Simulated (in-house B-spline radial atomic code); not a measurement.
Orbital energies and mean radii along the 12-electron series, configuration [Ne] 3s2. The effective charge is n√(-2ε), a non-relativistic measure. Computed with an all-electron radial atomic-structure program (B-spline basis): non-relativistic Hartree-Fock, average of the configuration, point nuclei.

| ion | Z | energy of 2p (Eh) | mean radius of 2p (bohr) | energy of 1s (Eh) | mean radius of 1s (bohr) | energy of 2s (Eh) | mean radius of 2s (bohr) | energy of 3s (Eh) | mean radius of 3s (bohr) | effective charge of 2p |
| --- | --- | --- | --- | --- | --- | --- | --- | --- | --- | --- |
| Mg | 12 | -2.2822 | 0.685 | -49.032 | 0.13059 | -3.7677 | 0.69034 | -0.25305 | 3.2529 | 4.2729 |
| Al+ | 13 | -3.5227 | 0.60035 | -58.812 | 0.12025 | -5.2176 | 0.61955 | -0.6523 | 2.4297 | 5.3086 |
| Si2+ | 14 | -5.0405 | 0.53463 | -69.622 | 0.11142 | -6.9462 | 0.56181 | -1.182 | 1.9863 | 6.3501 |
| P3+ | 15 | -6.8221 | 0.48206 | -81.448 | 0.10379 | -8.9396 | 0.51385 | -1.8332 | 1.6962 | 7.3876 |
| S4+ | 16 | -8.8621 | 0.43903 | -94.284 | 0.097125 | -11.192 | 0.4734 | -2.602 | 1.4871 | 8.42 |
| Cl5+ | 17 | -11.158 | 0.40313 | -108.13 | 0.091262 | -13.7 | 0.43883 | -3.4863 | 1.3276 | 9.4478 |
| Ar6+ | 18 | -13.707 | 0.37271 | -122.98 | 0.086062 | -16.462 | 0.40895 | -4.4849 | 1.2009 | 10.472 |
| K7+ | 19 | -16.51 | 0.34659 | -138.83 | 0.081421 | -19.478 | 0.38288 | -5.5969 | 1.0975 | 11.493 |
| Ca8+ | 20 | -19.564 | 0.32393 | -155.68 | 0.077252 | -22.746 | 0.35992 | -6.8218 | 1.0113 | 12.511 |
| Sc9+ | 21 | -22.871 | 0.30407 | -173.54 | 0.073487 | -26.265 | 0.33956 | -8.1593 | 0.93807 | 13.527 |
| Ti10+ | 22 | -26.429 | 0.28651 | -192.4 | 0.07007 | -30.037 | 0.32138 | -9.609 | 0.87508 | 14.541 |
| V11+ | 23 | -30.238 | 0.27089 | -212.27 | 0.066956 | -34.059 | 0.30504 | -11.171 | 0.82026 | 15.553 |
| Cr12+ | 24 | -34.298 | 0.25689 | -233.13 | 0.064106 | -38.333 | 0.29029 | -12.844 | 0.77206 | 16.565 |
| Mn13+ | 25 | -38.609 | 0.24427 | -255 | 0.061488 | -42.857 | 0.27689 | -14.63 | 0.72934 | 17.575 |
| Fe14+ | 26 | -43.171 | 0.23284 | -277.86 | 0.059075 | -47.632 | 0.26468 | -16.527 | 0.6912 | 18.584 |
| Co15+ | 27 | -47.983 | 0.22243 | -301.73 | 0.056844 | -52.657 | 0.2535 | -18.535 | 0.65691 | 19.593 |
| Ni16+ | 28 | -53.046 | 0.21292 | -326.6 | 0.054774 | -57.933 | 0.24322 | -20.655 | 0.62592 | 20.6 |

Task: How does the screening of 2p change?

Result: Z less the effective charge goes from 7.73 at Z = 12 to 7.40 at Z = 28.
